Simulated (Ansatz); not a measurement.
Wavefunction ladder for CH₄ClFMoO₃ (`C[O][Mo](=[O])([OH])([F])[Cl]`)

```xyz
11

C    -1.256    0.295   -1.300
O    -0.619   -0.651   -0.491
Mo    0.803   -0.618    0.659
O     0.654   -2.085    1.406
O    -0.165    0.771    1.514
F     2.215    0.127    1.641
Cl    2.275   -0.701   -1.093
H    -0.596    0.566   -2.131
H    -1.473    1.188   -0.704
H    -2.181   -0.135   -1.686
H     0.342    1.243    2.184
```

Total charge 0; spin multiplicity 1. Correlated methods include outer-core shells of Mo, which these sets cover unevenly. Mo: def2 effective core potential. The structure was optimised at the PBE0-D4/def2-TZVP level. It is one conformer, not always the lowest. Frozen core, restricted reference, the Gaussian-basis code of Ansatz.

| basis | HF (Eh) | MP2 corr. | CCSD corr. | (T) | CCSD(T) total |
| --- | --- | --- | --- | --- | --- |
| def2-SVP | ? | -1.49973 | -1.45180 | ? | ? |
| def2-TZVPP | -891.53005 | ? | – | – | – |
| def2-QZVPP | -891.56617 | ? | – | – | – |

**Question.** Fill in the withheld values. (An estimate is asked.)

**Answer.** Computed: def2-SVP HF (Eh): -890.87602; def2-SVP (T): -0.06718; def2-SVP CCSD(T) total: -892.39500; def2-TZVPP MP2 corr.: -1.96204; def2-QZVPP MP2 corr.: -2.12113.
